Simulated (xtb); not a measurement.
Cl₂Se (SMILES Cl[Se]Cl), singlet, at a GFN2-xTB geometry, atoms displaced at random by about 0.05 Å a coordinate. Base run: GFN2-xTB (xtb).

Input for xtb:
```
$ xtb mol.xyz --gfn 2 --opt --json

# file mol.xyz
3

Se     0.00725910     0.08532235     0.73917227
Cl     0.90621757     1.29085146    -0.68058922
Cl    -1.02404964    -1.24627350    -0.69104259
```

Variants of this job, named by their change:

```tsv
change	ΔE vs base (kJ/mol)	optimiser steps
base	0.00	6
opt level = vtight	0.00	8
engine = inertial	0.00	-
engine = lbfgs	0.00	-
opt level = crude	0.13	4
opt level = extreme	0.00	8
opt level = tight	0.00	6
alpb = cs2	[?]	6
opt level = sloppy	0.00	5
opt level = lax	0.00	6
```

Q: Complete the blanks.

A: 
- alpb = cs2, ΔE vs base (kJ/mol): -12.91
